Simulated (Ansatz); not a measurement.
Cl2FSb (`[F][Sb]([Cl])[Cl]`), relaxed with RKS PBE-D4/def2-SVP in Ansatz 0.2.0 from a rough embedded geometry. The force threshold is 0.03 eV/Å; the program also tests the step.

The species carries charge 0 and has multiplicity 1. Sb takes the def2 core potential.

Start:

```xyz
4

F     0.415   -0.324    1.668
Sb    0.421    0.861    0.060
Cl    1.036   -1.005   -1.290
Cl   -1.872    0.468   -0.439
```

```csv
step,energy (eV),largest force (eV/Å),largest move (Å)
1,-34279.7070,1.449,0.000
2,-34279.8271,0.243,0.195
3,-34279.8459,0.092,0.044
4,-34279.8468,0.022,0.014
```

End:

```xyz
4

F     0.403   -0.268    1.717
Sb    0.384    0.737    0.043
Cl    1.164   -1.019   -1.367
Cl   -1.951    0.549   -0.393
```

It took 4.1 s on 2 threads of a server CPU on a shared host, with 0.17 GiB of host memory at the peak.
